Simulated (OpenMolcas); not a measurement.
Computed levels of 5d⁷ in ions with 75 electrons, in cm-1 above ⁴F_9/2.

* Program: OpenMolcas 26.06
* Method: CASSCF
* Basis: ANO-RCC-VTZP
* Scalar Hamiltonian: DKH2, point nucleus
* Spin-orbit coupling: RASSI with atomic mean-field integrals over the reference wave functions, term energies averaged over their components

Active space for each ion: 7 electrons in 5 orbitals (5d).

| Level | Ir2+ | Au4+ |
| --- | --- | --- |
| ⁴F_7/2 | 7484 | 12033 |
| ⁴F_5/2 | 10028 | 14157 |
| ⁴P_5/2 | 17301 | 22980 |
| ²G_9/2 | 17771 | 23451 |
| ⁴P_1/2 | 20750 | 27476 |
| ²H_11/2 | 23783 | 30996 |
| ²G_7/2 | 24012 | 32454 |
| ²D_5/2(1) | 27842 | 37869 |
| ²P_1/2 | 31593 | 43601 |

Question: Estimate ⁴F_5/2, ⁴P_5/2, ²G_9/2 for Pt3+ from its neighbours Ir2+ and Au4+.

Answer: ⁴F_5/2 is fine structure, which grows about as the fourth power of a screened charge, so the fourth roots are averaged: ((10028^0.25 + 14157^0.25) / 2)^4 = 11959. The calculation gives 12062, so the estimate is off by -0.9 %.
⁴P_5/2 is another term, which grows about linearly with the charge: (17301 + 22980) / 2 = 20140. The calculation gives 19945, so the estimate is off by +1.0 %.
²G_9/2 is another term, which grows about linearly with the charge: (17771 + 23451) / 2 = 20611. The calculation gives 20496, so the estimate is off by +0.6 %.

Mixed levels, with the weight of the term that names them: Ir2+ ²G_9/2 (65 %), Ir2+ ⁴P_1/2 (71 %), Ir2+ ²P_1/2 (71 %), Pt3+ ⁴F_5/2 (73 %), Pt3+ ²G_9/2 (61 %), Pt3+ ⁴P_1/2 (68 %), Pt3+ ²P_1/2 (68 %), Au4+ ⁴F_5/2 (62 %), Au4+ ²G_9/2 (58 %), Au4+ ⁴P_1/2 (66 %), Au4+ ²D_5/2(1) (71 %), Au4+ ²P_1/2 (66 %).

Without dynamic correlation excited terms often stand tens of per cent too high (terms of higher spin than the ground term too low), and those without a measured partner can miss by more than the paired ones. Configurations with an s electron lie low in 5d ions of this charge, fall among these levels and mix in, so low-spin terms can stand far too high, up to twice their true height, and weights are not those of the real levels (holds for Ir2+). Levels of configurations outside the active space are missing.

A number in round brackets counts repeated terms of one configuration in the order of the reference energies.
